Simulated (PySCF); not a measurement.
# Computed properties of CH6FNO2Si, SMILES CO[Si](N)(O)F

Si(F)(OH)(OMe)(NH2) (CH6FNO2Si), SMILES CO[Si](N)(O)F. Geometry optimised at PBE0-D3(BJ)/def2-SVP. The structure was generated by enumeration, and PubChem lists no compound with its InChIKey, so it may never have been made. Other conformers were not sampled. All values are computed for the isolated molecule unless a solvent is named; none is compared with measurement here.

**Structure.** All 30 harmonic modes at PBE0-D3(BJ)/def2-SVP (PySCF) are real, so it is a minimum. With heavy atoms numbered as in [CH3:1][O:2][Si:3]([NH2:4])([OH:5])[F:6], the shortest bond between them is C1–O2 at 1.403 Å and the longest Si3–N4 at 1.698 Å.

**Vibrations.** The strongest infrared lines (harmonic, unscaled, degenerate partners summed) lie at 908 cm⁻¹ (257 km/mol, Si 43 %, O 32 %, H 10 %), 955 cm⁻¹ (218 km/mol, Si 47 %, F 20 %, N 19 %, H 11 %), 1008 cm⁻¹ (192 km/mol, Si 50 %, O 24 %, H 13 %, N 9 %). The softest mode is at 73 cm⁻¹ and the zero-point energy is 54.5 kcal/mol.

**Electronic structure.** CAM-B3LYP/def2-TZVP (PySCF) places the frontier levels at -9.50 and 1.44 eV, a gap of 10.94 eV, and gives a dipole moment of 1.73 D and a mean polarisability of 47.4 bohr³. PBE/def2-TZVP (PySCF) at the same geometry gives -6.47 and -0.22 eV, so its gap is 4.69 eV narrower. An orbital gap is neither the optical nor the fundamental gap.

**Excitations.** TDA-M06-2X/def2-SVPD (PySCF) has S1 at 7.20 eV (172 nm, f = 0.058, bright); the most intense of the 10 singlets computed lies at 7.20 eV (f = 0.06). T1 (TDA) is at 6.90 eV, 0.30 eV under S1. TDA-PBE/def2-SVPD (PySCF) puts S1 at 6.02 eV. No vertical singlet excitation falls in the visible range (under 3.1 eV).

**NMR.** GIAO shifts at PBE0/pcSseg-1 (PySCF) (non-relativistic, atoms alike by connectivity averaged): ¹³C at 53.8 ppm against TMS; ¹H from 0.8 to 4.0 ppm against TMS; ²⁹Si at -59.4 ppm against TMS; ¹⁹F at -165.6 ppm against CFCl3.
